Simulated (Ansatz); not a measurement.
C$_{3}$H$_{7}$FOSi, SMILES `C=C(F)O[SiH2]C`, relaxed with RKS PBE0-D4/def2-TZVP in Ansatz 0.2.0 from a PBE-D4/def2-SVP geometry. The force threshold is 0.005 eV/Å; the program also tests the step.

Charge 0, multiplicity 1.

Start:

```xyz
13

C     2.462    0.715   -1.088
C     1.197    0.363   -0.810
F     0.620   -0.711   -1.419
O     0.372    0.966    0.046
Si   -1.265    0.523    0.349
C    -1.374   -1.182    1.118
H     2.901    1.585   -0.589
H     3.044    0.133   -1.812
H    -1.703    1.596    1.297
H    -2.051    0.614   -0.929
H    -0.765   -1.236    2.043
H    -1.012   -1.953    0.410
H    -2.426   -1.415    1.383
```

```csv
step,energy (eV),largest force (eV/Å),largest move (Å)
1,-15858.9917,0.644,0.000
2,-15859.0588,0.509,0.036
3,-15859.0711,0.147,0.017
4,-15859.0719,0.044,0.009
5,-15859.0723,0.033,0.019
6,-15859.0724,0.036,0.010
7,-15859.0725,0.008,0.004
8,-15859.0725,0.001,0.001
```

End:

```xyz
13

C     2.436    0.717   -1.074
C     1.190    0.359   -0.820
F     0.629   -0.686   -1.454
O     0.360    0.927    0.036
Si   -1.236    0.510    0.344
C    -1.367   -1.170    1.120
H     2.864    1.560   -0.555
H     3.016    0.167   -1.798
H    -1.671    1.578    1.272
H    -2.014    0.586   -0.918
H    -0.764   -1.228    2.029
H    -1.036   -1.948    0.430
H    -2.408   -1.372    1.390
```

Hardware: 2 threads of an AMD EPYC 7R13 on a shared host and a share of an NVIDIA H100 80 GB. Wall time 15 s, peak host memory 0.86 GiB.
